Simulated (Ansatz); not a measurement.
Isolated molecules relaxed with PBE0-D4/def2-TZVP in Ansatz; ΔE leaves out vibrations. CCSD(T)/CBS adds triple-zeta CCSD(T) − MP2 to the extrapolated MP2 energy (def2 sets, frozen cores). This one scheme is used for every species. For Ge outer-core shells are correlated without core-valence functions, which leaves a few kJ/mol of doubt a bond. Scalar relativity is left out up to krypton. One conformer a species, not always the lowest.

`O[SiH](Cl)[GeH3]` + H₂O → `O[SiH](O)[GeH3]` + HCl  (formal hydrolysis of the Si–Cl bond)

| species | CCSD(T)/CBS(def2) energy (Eh) |
| --- | --- |
| `O[SiH](Cl)[GeH3]` | -2903.24737 |
| H₂O | -76.37941 |
| `O[SiH](O)[GeH3]` | -2519.24257 |
| HCl | -460.38127 |

(1) Work out ΔE.

Largest T1 diagnostic among the species: 0.012.

Answers

(1) ΔE = (-2519.24257) + (-460.38127) − (-2903.24737) − (-76.37941) = 0.00294 Eh = +0.08 eV.

The D4 term adds +0.03 eV with B3LYP and +0.02 eV with PBE0; it sums over pairs of atoms, weighted by their polarisabilities, and B3LYP, whose exchange is more repulsive, gets the larger term.

B3LYP here is the variant with VWN-RPA as its local correlation; programs differ in this.
